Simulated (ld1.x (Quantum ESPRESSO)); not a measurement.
## Scattering properties, TM potential for phosphorus

P, norm-conserving Troullier–Martins (Kleinman–Bylander form), made with ld1.x (Quantum ESPRESSO) 7.5 (PBEsol, scalar-relativistic). Core [He], reference 2s2 2p6 3s2 3p2 (charge +1). Waves: 2p (bound): rc 0.55 bohr; 2s (bound): rc 0.55 bohr. Local part: the s channel. Core correction: none.

Occupied shells without a wave of their own: 3p, 3s. They enter only through the test configuration that unscreens the potential.

The phase is arctan(r·u′/u) with u = r·R(r), unwrapped; energies in Ry, scanned from -16 to 5 Ry. A pole is an energy at which the radial function vanishes at the test radius. The pseudo phase is shifted by a multiple of π to meet the all-electron one at the reference energy, and phase errors are pseudo minus all-electron; the curves can meet again beyond the range given. Levels narrower than the energy grid can be missing from the lists of poles.

```csv
channel,radius (bohr),reference energy (Ry),"poles, all-electron","poles, pseudo",unbroken range about the reference energy with phases within 0.05 rad,phase error 1 Ry above the reference energy (rad)
s,0.60,-13.54,4.16,3.58,the whole range,-0.000
p,0.60,-9.92,1.68,1.70,the whole range,+0.000
```

Phases in the s channel:

| E (Ry) | all-electron | pseudo |
| --- | --- | --- |
| -16.00 | -0.381 | -0.383 |
| -15.52 | -0.471 | -0.472 |
| -15.04 | -0.557 | -0.558 |
| -14.56 | -0.638 | -0.638 |
| -14.08 | -0.713 | -0.713 |
| -13.60 | -0.782 | -0.782 |
| -13.12 | -0.846 | -0.846 |
| -12.64 | -0.904 | -0.904 |
| -12.16 | -0.957 | -0.957 |
| -11.68 | -1.005 | -1.006 |
| -11.20 | -1.050 | -1.050 |
| -10.72 | -1.090 | -1.090 |
| -10.24 | -1.127 | -1.127 |
| -9.76 | -1.160 | -1.161 |
| -9.28 | -1.191 | -1.192 |
| -8.80 | -1.220 | -1.221 |
| -8.32 | -1.246 | -1.247 |
| -7.84 | -1.270 | -1.272 |
| -7.36 | -1.292 | -1.294 |
| -6.88 | -1.313 | -1.315 |
| -6.40 | -1.333 | -1.335 |
| -5.92 | -1.351 | -1.353 |
| -5.44 | -1.368 | -1.371 |
| -4.96 | -1.383 | -1.387 |
| -4.48 | -1.398 | -1.402 |
| -4.00 | -1.412 | -1.416 |
| -3.52 | -1.426 | -1.430 |
| -3.04 | -1.438 | -1.442 |
| -2.56 | -1.450 | -1.455 |
| -2.08 | -1.461 | -1.466 |
| -1.60 | -1.472 | -1.477 |
| -1.12 | -1.482 | -1.488 |
| -0.64 | -1.492 | -1.498 |
| -0.16 | -1.501 | -1.507 |
| 0.32 | -1.510 | -1.516 |
| 0.80 | -1.519 | -1.525 |
| 1.28 | -1.527 | -1.534 |
| 1.76 | -1.535 | -1.542 |
| 2.24 | -1.543 | -1.550 |
| 2.72 | -1.550 | -1.558 |
| 3.20 | -1.557 | -1.565 |
| 3.68 | -1.564 | -1.572 |
| 4.16 | -1.571 | -1.579 |
| 4.64 | -1.577 | -1.586 |
